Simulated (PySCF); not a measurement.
System: C4H3N2, charge -1, multiplicity 1. It need not be the lowest isomer of its formula. Whether it binds its extra electron was not tested at this geometry. 
Geometry from a B3LYP-D3(BJ)/def2-TZVP (Ansatz) optimisation:
```xyz
9

C     -0.0053    -1.4842    -0.0286
N      1.1839    -0.7547    -0.0594
C      1.1703     0.5714    -0.0332
C      0.0047     1.3249     0.0255
C     -1.1662     0.5781     0.0553
N     -1.1893    -0.7480     0.0305
H      2.1414     1.0775    -0.0601
H      0.0086     2.4104     0.0464
H     -2.1337     1.0897     0.1018
```
Charge -1, spin multiplicity 1.

Dispersion corrections to the total energy (kcal/mol) from the dftd3 and dftd4 libraries through PySCF: D3(BJ) without and D4 with the three-body term, each with the damping fitted for the functional named.

```json
[
 {"functional": "PW6B95", "D3(BJ)": "-2.42", "D4": "(withheld)"},
 {"functional": "HSE06", "D3(BJ)": "-3.19", "D4": "(withheld)"},
 {"functional": "B3LYP", "D3(BJ)": "-9.00", "D4": "(withheld)"},
 {"functional": "r2SCAN", "D3(BJ)": "-1.36", "D4": "-1.44"},
 {"functional": "revPBE", "D3(BJ)": "-13.57", "D4": "-21.15"},
 {"functional": "PBE", "D3(BJ)": "-5.17", "D4": "-5.97"},
 {"functional": "B2GP-PLYP", "D3(BJ)": "-3.07", "D4": "-2.44"}
]
```

Task: Fill in the missing entries.

Result: 
- PW6B95, D4: -5.28
- HSE06, D4: -4.55
- B3LYP, D4: -9.63
